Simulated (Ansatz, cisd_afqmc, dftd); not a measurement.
Reaction: NaF (SMILES [F][Na]) → NaF+ (parent SMILES [F][Na], doublet) + e-
Each species at its own B3LYP-D3(BJ)/def2-TZVP minimum (Ansatz, a program for electronic structure).

Wanted: adiabatic ionisation energy (electronic), in eV. Open shells are spin-unrestricted; no spin-orbit coupling. Correlated methods leave the cores frozen. No relativity. The Monte Carlo rows (phaseless AFQMC, CISD trial, step 0.005/hartree) carry one-sigma bars that omit the constraint's bias. Outlying blocks are dropped, and bars are widened where a walk drifts. Over all cases where full CI ran beside it in this data, AFQMC minus full CI had a median of +0.1 mEh and passed +0.4 mEh in a tenth of the cases. CBS(X,Y): correlation extrapolated as X^-3, Hartree-Fock from the larger set. A bracket is a step between two methods taken in the basis named. Double hybrids freeze cores in their MP2 part. Full CI freezes restricted core orbitals, also for open shells; the composite that ends in it estimates full CI at the basis-set limit. The spin of FNa+ (parent SMILES [F][Na], doublet) was assumed, and the state is the lowest solution found for it.

| level | program | adiabatic ionisation energy (eV) | difference against the last row |
|---|---|---|---|
| PBE0-D3(BJ)/def2-TZVPD | Ansatz + dftd3 | 9.77 | -0.06 |
| wB97X-V/def2-TZVPD | Ansatz | 9.85 | 0.02 |
| B2GP-PLYP-D3(BJ)/def2-TZVPD | Ansatz + dftd3 | 9.84 | 0.01 |
| B2GP-PLYP-D4/def2-TZVPD | Ansatz + dftd4 | 9.84 | 0.01 |
| CCSD/def2-TZVPP | Ansatz | 9.40 | -0.43 |
| CCSD(T)/def2-SVP | Ansatz | 8.91 | -0.92 |
| CCSD(T)/def2-TZVPP | Ansatz | 9.50 | -0.33 |
| CCSDTQ/def2-SVP | Ansatz | 8.92 | -0.91 |
| CCSDTQ/def2-TZVPP | Ansatz | 9.50 | -0.33 |
| AFQMC/CISD/def2-SVP | cisd_afqmc | 8.93 ± 0.01 | -0.90 |
| FCI/def2-SVP | Ansatz | 8.92 | -0.91 |
| CCSD(T)/CBS(def2-TZVPP,def2-QZVPP) + [CCSDTQ - CCSD(T)]/def2-TZVPP | Ansatz | 9.83 | 0.00 |
| CCSD(T)/CBS(def2-TZVPP,def2-QZVPP) + [CCSDT(Q) - CCSD(T)]/def2-QZVPP + [FCI - CCSDT(Q)]/def2-SVP | Ansatz | 9.83 | 0.00 |
